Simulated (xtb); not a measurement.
Br$_{5}$Ta, charge +1, doublet, from a rough starting geometry (GFN-xTB shapes and energies of metal compounds can be far from the true ones) (the multiplicity is a formal guess); xtb with GFN2-xTB.

xtb was given this input:
```
$ xtb mol.xyz --gfn 2 --chrg 1 --uhf 1 --opt vtight --json

# file mol.xyz
6

Ta    -0.00535236     0.01513793     0.00109106
Br     1.82842189    -0.55817754     1.65769762
Br    -1.78058771     0.49657464    -1.67029446
Br     0.42255137     2.39260677     0.31463588
Br     1.21398241    -1.18228301    -1.70203154
Br    -1.67990716    -1.20609664     1.39123348
```

### Question
What does xtb print? Leave out banner, timings and long lists.

### Answer

```
   ID    Z sym.   atoms
    1   73 Ta     1
    2   35 Br     2-6

           -------------------------------------------------
          |                Calculation Setup                |
           -------------------------------------------------

           -------------------------------------------------
          |                 G F N 2 - x T B                 |
           -------------------------------------------------

          ...................................................
          :                      SETUP                      :
          :.................................................:
          :  # basis functions                  60          :
          :  # atomic orbitals                  54          :
          :  # shells                           18          :
          :  # electrons                        39          :
          :  max. iterations                   250          :
          :  Hamiltonian                  GFN2-xTB          :
          :  restarted?                      false          :
          :  GBSA solvation                  false          :
          :  PC potential                    false          :
          :  electronic temp.          300.0000000     K    :
          :  accuracy                    1.0000000          :
          :  -> integral cutoff          0.2500000E+02      :
          :  -> integral neglect         0.1000000E-07      :
          :  -> SCF convergence          0.1000000E-05 Eh   :
          :  -> wf. convergence          0.1000000E-03 e    :
          :  Broyden damping             0.4000000          :
          :  net charge                          1          :
          :  unpaired electrons                  1          :
          ...................................................

 iter      E             dE          RMSdq      gap      omega  full diag
   1    -22.0878245 -0.220878E+02  0.544E+00    1.69       0.0  T
   2    -22.0108731  0.769514E-01  0.892E+00    2.80       1.0  T
   3    -22.0856319 -0.747588E-01  0.618E+00    2.34       1.0  T
   4    -22.0720971  0.135347E-01  0.617E+00    2.09       1.0  T
   5    -22.0906890 -0.185919E-01  0.626E+00    2.18       1.0  T
   6    -22.1138132 -0.231242E-01  0.469E+00    2.02       1.0  T
   7    -22.1106777  0.313553E-02  0.408E+00    1.92       1.0  T
   8    -22.1222982 -0.116205E-01  0.427E+00    2.03       1.0  T
   9    -22.1383316 -0.160334E-01  0.275E+00    2.19       1.0  T
  10    -22.1543080 -0.159764E-01  0.170E+00    2.13       1.0  T
  11    -22.1520516  0.225637E-02  0.160E+00    2.15       1.0  T
  12    -22.1594230 -0.737133E-02  0.115E+00    2.17       1.0  T
  13    -22.1604324 -0.100945E-02  0.826E-01    2.18       1.0  T
  14    -22.1606814 -0.248962E-03  0.653E-01    2.17       1.0  T
  15    -22.1609918 -0.310381E-03  0.496E-01    2.19       1.0  T
  16    -22.1615983 -0.606493E-03  0.208E-01    2.19       1.0  T
  17    -22.1616208 -0.225966E-04  0.159E-01    2.19       1.0  T
  18    -22.1616304 -0.954518E-05  0.118E-01    2.19       1.0  T
  19    -22.1616440 -0.135663E-04  0.105E-01    2.19       1.0  T
  20    -22.1616511 -0.715258E-05  0.810E-02    2.19       1.0  T
  21    -22.1616464  0.468170E-05  0.600E-02    2.19       1.0  T
  22    -22.1616579 -0.114667E-04  0.508E-02    2.19       1.0  T
  23    -22.1616580 -0.100385E-06  0.324E-02    2.19       1.3  T
  24    -22.1616594 -0.141004E-05  0.187E-02    2.19       2.2  T
  25    -22.1616599 -0.454037E-06  0.923E-03    2.19       4.4  T
  26    -22.1616596  0.218934E-06  0.117E-02    2.19       3.5  T
  27    -22.1616599 -0.299940E-06  0.548E-03    2.19       7.4  T
  28    -22.1616600 -0.101977E-07  0.257E-03    2.19      15.9  T
  29    -22.1616600 -0.715031E-08  0.210E-03    2.19      19.5  T
  30    -22.1616600  0.369724E-09  0.175E-03    2.19      23.3  T
  31    -22.1616600 -0.640041E-08  0.112E-03    2.19      36.6  T
  32    -22.1616600 -0.367254E-08  0.771E-04    2.19      52.9  T
[...]
 * total energy  :   -22.1416879 Eh     change       -0.8143310E-06 Eh
 * total energy  :   -22.1416963 Eh     change       -0.8466062E-05 Eh
 * total energy  :   -22.1416969 Eh     change       -0.5307648E-06 Eh
 * total energy  :   -22.1417001 Eh     change       -0.3233697E-05 Eh
 * total energy  :   -22.1416998 Eh     change        0.2790683E-06 Eh
 * total energy  :   -22.1417015 Eh     change       -0.1641760E-05 Eh
 * total energy  :   -22.1417006 Eh     change        0.9037477E-06 Eh
 * total energy  :   -22.1417019 Eh     change       -0.1289654E-05 Eh
 * total energy  :   -22.1417018 Eh     change        0.8308114E-07 Eh
 * total energy  :   -22.1417020 Eh     change       -0.2496556E-06 Eh
 * total energy  :   -22.1417020 Eh     change        0.3443161E-07 Eh
 * total energy  :   -22.1417021 Eh     change       -0.6055238E-07 Eh
   *** GEOMETRY OPTIMIZATION CONVERGED AFTER 33 ITERATIONS ***
         :: total energy             -22.141702050610 Eh    ::
[...]
        12        2.0000           -0.6489671             -17.6593
        13        2.0000           -0.6489508             -17.6588
        14        2.0000           -0.6428677             -17.4933
        15        2.0000           -0.6347882             -17.2735
        16        1.9889           -0.6294528             -17.1283
        17        1.9885           -0.6294213             -17.1274
        18        1.8701           -0.6269938             -17.0614
        19        1.5801           -0.6254937             -17.0205
        20        1.5724           -0.6254637             -17.0197 (HOMO)
        21                         -0.5452398             -14.8367 (LUMO)
        22                         -0.5451977             -14.8356
        23                         -0.5116898             -13.9238
        24                         -0.5115317             -13.9195
        25                         -0.4136700             -11.2565
        26                         -0.2679415              -7.2911
        27                         -0.1854243              -5.0457
        28                         -0.1849381              -5.0324
        29                         -0.1849013              -5.0314
        30                         -0.1803080              -4.9064
        31                         -0.1801985              -4.9035
       ...                                ...                  ...
        54                          3.2016362              87.1210
      -------------------------------------------------------------
                  HL-Gap            0.0802239 Eh            2.1830 eV
             Fermi-level           -0.6052692 Eh          -16.4702 eV

     #   Z          covCN         q      C6AA      α(0)
     1  73 Ta       3.874     1.025   167.210    19.137
     2  35 Br       0.860    -0.020   185.375    21.952
     3  35 Br       0.931     0.013   184.564    21.904
     4  35 Br       0.865    -0.006   184.983    21.929
     5  35 Br       0.862    -0.006   184.984    21.929
     6  35 Br       0.863    -0.006   184.983    21.929

 Mol. C6AA /au·bohr⁶  :       6538.957886
 Mol. C8AA /au·bohr⁸  :     507619.498831
 Mol. α(0) /au        :        128.780373

Wiberg/Mayer (AO) data.
largest (>0.10) Wiberg bond orders for each atom

 ---------------------------------------------------------------------------
     #   Z sym  total        # sym  WBO       # sym  WBO       # sym  WBO
 ---------------------------------------------------------------------------
     1  73 Ta   5.776 --     5 Br   1.294     6 Br   1.293     4 Br   1.289
                             2 Br   1.171     3 Br   0.728
     2  35 Br   1.443 --     1 Ta   1.171     3 Br   0.130
     3  35 Br   1.030 --     1 Ta   0.728     2 Br   0.130
     4  35 Br   1.545 --     1 Ta   1.289
     5  35 Br   1.548 --     1 Ta   1.294
     6  35 Br   1.548 --     1 Ta   1.293
 ---------------------------------------------------------------------------

Topologies differ in total number of bonds
Writing topology from bond orders to xtbtopo.mol

molecular dipole:
                 x           y           z       tot (Debye)
 q only:        0.042      -0.027       0.037
   full:        0.104      -0.045       0.094       0.373
molecular quadrupole (traceless):
                xx          xy          yy          xz          yz          zz
 q only:        0.012      -0.013      -0.017       0.037      -0.013       0.005
  q+dip:       -1.107       0.939       1.770      -2.938       0.871      -0.663
   full:       -0.955       0.810       1.528      -2.522       0.750      -0.573

optimized geometry written to: xtbopt.xyz

           -------------------------------------------------
          | TOTAL ENERGY              -22.141702050610 Eh   |
          | GRADIENT NORM               0.000021733247 Eh/α |
          | HOMO-LUMO GAP               2.183003771170 eV   |
           -------------------------------------------------

normal termination of xtb
```
